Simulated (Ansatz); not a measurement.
Ansatz (a quantum-chemistry and plane-wave program) input (RI-MP2/def2-QZVPP):
A basis named .json is the Basis Set Exchange file of that set.

Ansatz 0.2 input:
```yaml
crystal:
  periodic: [false, false, false]
  atoms:
    - {symbol: Cl, position_ang: [-0.29492390, 2.57264184, -0.12549458]}
    - {symbol: Si, position_ang: [-0.06421195, 0.67406199, 0.65860864]}
    - {symbol: I, position_ang: [2.08477016, -0.27088962, -0.10518510]}
    - {symbol: I, position_ang: [-1.97321029, -0.73235149, -0.02853401]}
basis:
  gaussian:
    orbitals: def2-QZVPP.json
    fitting: {mean_field: def2-universal-jkfit, correlation: def2-QZVPP-RIFIT.json}
magnetization: {spin_polarized: true, initial_magnetization: 1}
correlation: {method: mp2, electrons: outside_noble_gas}
```

End of the output:

```
integrals: 0.60 GiB planned
692 factors; integrals over basis functions are off by at most 1.5e0 eV
886 factors; integrals over basis functions are off by at most 9.0e-1 eV
1.50 GiB of device memory are held for the factors and their scratch space
mean field: 1.86 GiB planned
mean field evaluation 1: about -36513.4045 eV, gradient 1.3e1 eV
mean field evaluation 2: about -36514.3892 eV, gradient 1.0e1 eV
mean field evaluation 4: about -36514.9932 eV, gradient 1.4e0 eV
mean field evaluation 8: about -36515.0472 eV, gradient 2.6e-6 eV
mean field -36515.04721975 eV, -1341.9032345378 hartree, gradient 2.6e-6 eV, S^2 0.764226; 0 other end points of the search recorded, 0 dependent functions left out
28 core orbitals not correlated
reference -36515.04721975 eV, -1341.9032345378 hartree; 13, 12 occupied and 263, 264 virtual orbitals, 886 factors
second order -16.91549048 eV of doubles, -0.00000000 eV of singles
Total energy: -36531.96271023 eV, -1342.5248673471 hartree
```

It need not be the lowest isomer of its formula.
